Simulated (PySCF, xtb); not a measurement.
Se(H)(OH) (H2OSe), SMILES O[SeH].

GFN2-xTB in xtb at its own geometry gives an orbital gap of 3.67 eV and a dipole moment of 1.81 D.

The structure is a stationary point at B3LYP-D3(BJ)/def2-TZVP.

Problem. What does B3LYP/def2-TZVPD (PySCF) give? (An estimate is asked for; the answer gives what the named calculation found.)

Solution. gap 4.92 eV (levels -6.74 and -1.82 eV), dipole 1.49 D.
